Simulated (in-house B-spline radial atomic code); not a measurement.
Radial electron density of Sn VIII (Sn7+), [Kr] 4d7. Level of theory: scalar-relativistic (X2C) PBE0, spin-polarised, spherical fractional occupations, exact exchange averaged over the configuration, Fermi nucleus of rms radius 4.6519 fm; calculated with an all-electron radial atomic-structure program (B-spline basis).

One-electron X2C: radii and densities carry no picture-change correction, so inner-shell <1/r> comes out high (for 1s by about 2 % at Z = 33, 5 % at 54, 10 % at 75, 30 % at 118) and <r> low.

Columns: r (bohr), 4πr²n(r) (electrons per bohr), bar.

```
0.000865    1.798 #
 0.00105    2.454 #
 0.00127    3.319 ##
 0.00154    4.488 ##
 0.00187    6.052 ###
 0.00227    8.105 ####
 0.00275    10.74 ######
 0.00333    14.09 ########
 0.00404    18.33 ##########
  0.0049    23.51 #############
 0.00594    29.63 ################
 0.00721    36.63 ####################
 0.00874    44.11 ########################
  0.0106    51.57 ############################
  0.0129    58.29 ###############################
  0.0156    62.97 ##################################
  0.0189    65.03 ###################################
  0.0229    64.05 ##################################
  0.0278    60.64 ################################
  0.0337    56.81 ##############################
  0.0409    55.43 ##############################
  0.0495    58.93 ###############################
  0.0601    67.52 ####################################
  0.0728    77.38 #########################################
  0.0883    82.48 ############################################
   0.107    78.38 ##########################################
    0.13    67.08 ####################################
   0.157    57.83 ###############################
   0.191    57.93 ###############################
   0.232    65.16 ###################################
   0.281    67.06 ####################################
    0.34    55.55 ##############################
   0.413    35.97 ###################
   0.501    22.38 ############
   0.607    20.13 ###########
   0.736    22.19 ############
   0.893    20.18 ###########
    1.08    13.63 #######
    1.31    6.682 ####
    1.59    2.365 #
    1.93   0.5914 
    2.34  0.09943 
    2.84  0.00995 
    3.44 0.0005457
```

On this grid the curve has 4 maxima, near 0.0189, 0.0883, 0.281, 0.736 bohr.

The 4p up radial function P(r) = rR(r), positive near the nucleus:

| r (bohr) | P |
| --- | --- |
| 0.00105 | 0.001343 |
| 0.00154 | 0.00253 |
| 0.00227 | 0.004865 |
| 0.00333 | 0.009345 |
| 0.0049 | 0.01805 |
| 0.00721 | 0.03459 |
| 0.0106 | 0.06496 |
| 0.0156 | 0.1182 |
| 0.0229 | 0.2027 |
| 0.0337 | 0.319 |
| 0.0495 | 0.4321 |
| 0.0728 | 0.4461 |
| 0.107 | 0.219 |
| 0.157 | -0.2708 |
| 0.232 | -0.6813 |
| 0.34 | -0.3994 |
| 0.501 | 0.5776 |
| 0.736 | 1.24 |
| 1.08 | 0.9335 |
| 1.59 | 0.3083 |
| 2.34 | 0.03797 |
